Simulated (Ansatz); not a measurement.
Species: H₅Si₂O, charge -1, singlet. H5Si2O- (SMILES [SiH2-]O[SiH3]).
B3LYP-D3(BJ)/def2-TZVP minimum from Ansatz (a quantum-chemistry and plane-wave program):
```
O
Si 1 1.6058
Si 1 1.7876 2 129.04
H 2 1.4949 1 114.29 3 61.21
H 2 1.4949 4 106.04 1 126.81
H 2 1.5006 4 105.71 5 111.94
H 3 1.5539 1 97.32 2 46.25
H 3 1.5539 7 91.54 1 97.59
```
Charge -1, spin multiplicity 1.

Total energies in aug-cc-pV(D+d)Z, 20 correlated electrons, 11 frozen orbitals. UHF or UKS for unpaired electrons; spin-orbit terms are left out. Correlated methods leave the cores frozen. No relativity.

| method | program | energy (Eh) | minus CCSDT(Q) (mEh) |
|---|---|---|---|
| HF | Ansatz | -655.70505 | 493.32 |
| MP2 | Ansatz | -656.13458 | 63.79 |
| CCSD | Ansatz | -656.18139 | 16.97 |
| CCSD(T) | Ansatz | -656.19605 | 2.31 |
| CCSDT(Q) | Ansatz | -656.19837 | 0.00 |

Rough core times of Ansatz's runs on a shared machine: CCSD(T) 20 s, CCSDT(Q) 70 min.
